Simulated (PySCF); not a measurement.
## Ta⁺ (tantalum, charge +1) across methods

[Xe] 4f14 5d2 6s2, high-spin 3F determinant (an excited configuration). Computed with PySCF 2.14 in aug-cc-pVTZ-PP with one added diffuse shell each of s, p, d, f, g type with ECP60MDF (7s7p6d4f3g, 113 functions), with scalar relativity through the core potential. The B2PLYP total includes its PT2 part (frozen core); its orbital energies are those of the SCF part.

| method | E (hartree) | mean ε 5d α (eV) | mean ε 6s α (eV) | mean ε 6s β (eV) | Σ⟨r²⟩ (bohr²) | ⟨S²⟩ |
| --- | --- | --- | --- | --- | --- | --- |
| r2SCAN | -57.0018 | -13.600 | -12.826 | -11.924 | 44.90 | 2.008 |
| B2PLYP | -56.8237 | -15.727 | -13.898 | -13.066 | 45.03 | 2.004 |
| TPSS | -56.9869 | -13.255 | -12.701 | -11.772 | 44.66 | 2.003 |
| PBE | -57.0081 | -13.080 | -12.722 | -11.876 | 44.55 | 2.002 |
| M06-2X | -56.9067 | -15.527 | -14.290 | -13.136 | 44.83 | 2.005 |
| UHF | -56.47947 | -18.121 | -14.824 | -13.627 | 45.79 | 2.008 |
| LDA | -56.8405 | -12.975 | -12.959 | -12.173 | 44.53 | 2.002 |

(1) Estimate the same row for PBE0.

Energies and moments cover only the electrons outside the core potential. Spin-orbit coupling, absent here, splits the open shell strongly.

## Answers

(1) E (hartree) = -56.9757; mean ε 5d α (eV) = -14.476; mean ε 6s α (eV) = -13.432; mean ε 6s β (eV) = -12.558; Σ⟨r²⟩ (bohr²) = 44.61; ⟨S²⟩ = 2.003.
